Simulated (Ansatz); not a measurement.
Wavefunction ladder for CH2ClF2Si (`[CH2][Si](F)(F)Cl`) radical

Cartesian coordinates in Å:
```
C -0.914 0.298 -0.621
Si 0.482 -0.253 0.394
F 0.071 -0.333 1.917
F 0.960 -1.693 -0.047
Cl 2.082 0.987 0.260
H -1.658 0.992 -0.246
H -1.024 0.001 -1.657
```

Charge 0, multiplicity 2. The structure was optimised at the PBE0-D4/def2-TZVP level. Frozen core, unrestricted reference, Ansatz 0.2.0. CBS rows extrapolate triple and quadruple zeta; past MP2 they add the triple-zeta difference.

```json
{"basis": "def2-SVP", "HF (Eh)": "-986.06645", "MP2 corr.": "-0.69917", "CCSD corr.": "-0.73417", "(T)": "-0.01335", "CCSD(T) total": "-986.81397"}
{"basis": "def2-TZVPP", "HF (Eh)": "-986.64688", "MP2 corr.": "-0.93469", "CCSD corr.": "-0.96893", "(T)": "-0.03224", "CCSD(T) total": "-987.64805"}
{"basis": "def2-QZVPP", "HF (Eh)": "-986.68067", "MP2 corr.": "-1.02288", "CCSD corr.": "–", "(T)": "–", "CCSD(T) total": "–"}
{"basis": "CBS(def2)", "HF (Eh)": "-986.68532", "MP2 corr.": "-1.08821", "CCSD corr.": "-1.12244", "(T)": "as TZ", "CCSD(T) total": "-987.84000"}
```
